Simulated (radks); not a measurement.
Ionisation of neutral strontium, [Kr] 5s2, to [Kr] 5s1 as the strength of local exchange is varied. Calculated with a radial shooting solver on a logarithmic mesh with Libxc functionals: Dirac Kohn-Sham, Slater X-alpha exchange (alpha = 2/3 is LDA exchange), no correlation, spin-unpolarised, spherical densities, finite nucleus; Fermi nuclear charge, rms radius 4.224 fm.

| alpha | E(Sr) (hartree) | exchange (hartree) | IE (eV) | -e of the level emptied (eV) | <r> of it (bohr) |
|---|---|---|---|---|---|
| 0.667 | -3172.68810 | -97.88617 | 5.217 | 2.844 (5s1/2) | 4.409 |
| 0.763 | -3186.80603 | -112.44157 | 5.689 | 3.267 (5s1/2) | 4.270 |
| 0.885 | -3204.83229 | -131.10798 | 6.315 | 3.837 (5s1/2) | 4.108 |
| 1.04 | -3227.87114 | -155.09583 | 7.154 | 4.615 (5s1/2) | 3.924 |
| x | -3206.75871 | -133.10816 | 6.384 | 3.900 (5s1/2) | 4.092 |

Which alpha was used in the last row?

Answer. alpha = 0.898. NIST Atomic Spectra Database: 5.695 eV (measured). The Delta-SCF value meets it near alpha = 0.76. Spin polarisation and multiplet splitting are left out, so open shells lie too high by an amount that depends on their filling.

Beside tabulated values, note that spin-unpolarised runs miss the spin-polarisation part of the exchange energy of open shells.
